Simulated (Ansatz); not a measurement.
`[BH2][GeH]([F])[GaH2]` + H₂ → `[BH2][GeH2][F]` + `[GaH3]` at 500 K and 1 bar (hydrogenolysis of a Ge–Ga bond).

Isolated molecules relaxed with PBE0-D4/def2-TZVP in Ansatz; ΔE leaves out vibrations. CBS: MP2 limit from def2 TZ/QZ plus the TZ coupled-cluster correction, frozen cores. This one scheme is used for every species. For Ga, Ge outer-core shells are correlated without core-valence functions, which leaves a few kJ/mol of doubt a bond. Scalar relativity is left out up to krypton.

```tsv
species	CCSD(T)/CBS energy (Eh)	H − E (kJ/mol)	S (J/(mol·K))
`[BH2][GeH]([F])[GaH2]`	-4127.63451	165.0	446.5
H₂	-1.17544	41.0	145.5
`[BH2][GeH2][F]`	-2203.09407	133.7	350.3
`[GaH3]`	-1925.70545	69.3	243.1
```

H − E and S are ideal-gas, rigid-rotor, harmonic terms from PBE0-D4/def2-TZVP, for one conformer and one mirror image of each species. For small species the MP2-based limit differs from directly extrapolated CCSD(T) by up to some mEh (0.8 for H₂); such offsets cancel only in part. 1 Eh = 2625.50 kJ/mol, R = 8.31446 J/(mol·K).

Q: By hand: ΔE, ΔH, ΔS and ΔG.

A: ΔE = (-2203.09407) + (-1925.70545) − (-4127.63451) − (-1.17544) = 0.01043 Eh = 27.4 kJ/mol. Δ(H − E) = 133.7 + 69.3 − 165.0 − 41.0 = -3.0, so ΔH = 24.4 kJ/mol. ΔS = 350.3 + 243.1 − 446.5 − 145.5 = 1.4 J/(mol·K). ΔG = 24.4 − 500 × (1.4)/1000 = 23.7 kJ/mol.

Q: By hand: the equilibrium constant, and the temperature at which ΔG would vanish if ΔH and ΔS stayed fixed.

A: log₁₀ K = −ΔG/(RT ln 10) = -2.5. ΔG = 0 at ΔH/ΔS = 17429 K, far beyond where these terms or the molecules hold.

The number of gas molecules stays the same, so ΔS is small and ΔH decides. A doubt of 5 kJ/mol in ΔE shifts log₁₀ K by 0.5 here. Other conformers and mirror images would add mixing entropy, several J/(mol·K) or more a flexible species. These are equilibria of isolated gas molecules and say nothing of rates. Largest T1 diagnostic: 0.014 (customary marks: 0.02 for closed shells, 0.045 for open ones).
